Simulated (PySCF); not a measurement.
**Kr⁺: interval between two levels**

Kr⁺ [Ar] 3d10 4s2 4p5 [2P3/2, M_J = 3/2] → Kr⁺ [Ar] 3d10 4s1 4p5 4d1 [4F9/2, M_J = 9/2], as a difference of total energies. Computed with PySCF 2.14 in x2c-SVPall-2c with one added diffuse shell each of s, p, d type (6s7p4d, 47 functions), with the two-component X2C-1e Hamiltonian. Correlated levels: [Ne] frozen. "Screened" scales the spin-orbit matrix elements by Boettger's factors to mimic the two-electron term; Breit and QED terms are absent.

```
                    method  interval between two levels (cm⁻¹)
           GHF (spin-free)                              251680
          GMP2 (spin-free)                              249690
 GHF (screened spin-orbit)                              251720
GMP2 (screened spin-orbit)                              249720
```

The labels give the starting determinants; with spin-orbit coupling the two ends relaxed to ⟨J²⟩ = 3.76, ⟨L²⟩ = 2.01, ⟨S²⟩ = 0.76 and ⟨J²⟩ = 24.76, ⟨L²⟩ = 12.01, ⟨S²⟩ = 3.76.

The promoted electron is Rydberg-like, and one or two diffuse shells describe it only roughly, which tends to raise the upper state.
